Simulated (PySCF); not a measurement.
Geometry:
| atom | x (Å) | y (Å) | z (Å) |
| --- | --- | --- | --- |
| N1 | 1.656 | 0.630 | 0.743 |
| Ge2 | 0.619 | -0.850 | 0.370 |
| Ge3 | -1.689 | -0.135 | 0.483 |
| H4 | 2.656 | 0.442 | 0.726 |
| H5 | 1.476 | 1.416 | 0.122 |
| H6 | 0.899 | -1.499 | -1.014 |
| H7 | 0.941 | -1.899 | 1.452 |
| H8 | -2.638 | -1.298 | 0.138 |
| H9 | -1.940 | 1.003 | -0.527 |
| H10 | -2.035 | 0.382 | 1.891 |

PySCF 2.14.0 with density-fitted response routines calculation with geometry from PBE0-D3(BJ)/def2-SVP and NMR shieldings at PBE/pcSseg-2/GIAO; single conformer, no solvent model, fast rotation and ring inversion assumed for equivalent nuclei, no relativistic terms.

Scale: TMS for $^{1}$H; $^{15}$N against NH3; $^{73}$Ge vs GeMe4 (reference shieldings calculated alike).

```json
{"atoms": "H6/H7", "nucleus": "$^{1}$H", "count": "2", "δ (ppm)": "5.25"}
{"atoms": "H8/H9/H10", "nucleus": "$^{1}$H", "count": "3", "δ (ppm)": "3.66"}
{"atoms": "N1", "nucleus": "$^{15}$N", "count": "1", "δ (ppm)": "4.8"}
{"atoms": "H4/H5", "nucleus": "$^{1}$H", "count": "2", "δ (ppm)": "-0.38"}
{"atoms": "Ge2", "nucleus": "$^{73}$Ge", "count": "1", "δ (ppm)": "?"}
{"atoms": "Ge3", "nucleus": "$^{73}$Ge", "count": "1", "δ (ppm)": "?"}
```

Task: Complete the table.

Result: 
- Ge2: -122 ppm, germanium bonded to Ge, N, 2 H
- Ge3: -347 ppm, germanium bonded to Ge, 3 H

Relativistic effects, spin–orbit coupling among them, are left out; they matter for Ge and for the light atoms bonded to it. OH/NH shifts are gas-phase values; hydrogen bonding in solution moves them, usually downfield. Experimental scales use liquid or dissolved standards, which lie at an offset from isolated NH3 (liquid NH3: subtract about 20 ppm).
